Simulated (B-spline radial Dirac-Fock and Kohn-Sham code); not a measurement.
# Binding energies of Eu⁺ in different valence configurations

The computed values come from a radial atomic solver: ΔSCF Dirac-Fock with Breit, self-energy and vacuum polarisation, finite nucleus, configuration average. Electron correlation is not included.

Reference: the tabulated ground configuration [Xe] 4f7 6s1, with 2p3/2 6987.5 eV, 3d3/2 1171.1 eV, 3d5/2 1143.0 eV, 4p1/2 308.3 eV, 4d5/2 150.5 eV, 5p3/2 33.16 eV, Kα1 41540.1 eV, Kβ1 47033.2 eV, Lα1 5844.5 eV, Lβ2 6837.0 eV.

Q: One of these configurations gives the following shifts from the reference, in eV: average energy +1.68, 2p3/2 -2.47, 3d3/2 -2.42, 3d5/2 -2.42, 4p1/2 -2.43, 4d5/2 -2.42, 5p3/2 -1.96, Kα1 +0.11, Kβ1 +0.07, Lα1 -0.05, Lβ2 -0.05. Which?
A. [Xe] 4f7 5d1
B. [Xe] 4f6 6s1 6p1
C. [Xe] 4f6 6s2
D. [Xe] 4f8

A: A. The others give [Xe] 4f8: 2p3/2 -9.57; [Xe] 4f6 6s1 6p1: 2p3/2 +12.53; [Xe] 4f6 6s2: 2p3/2 +11.43.
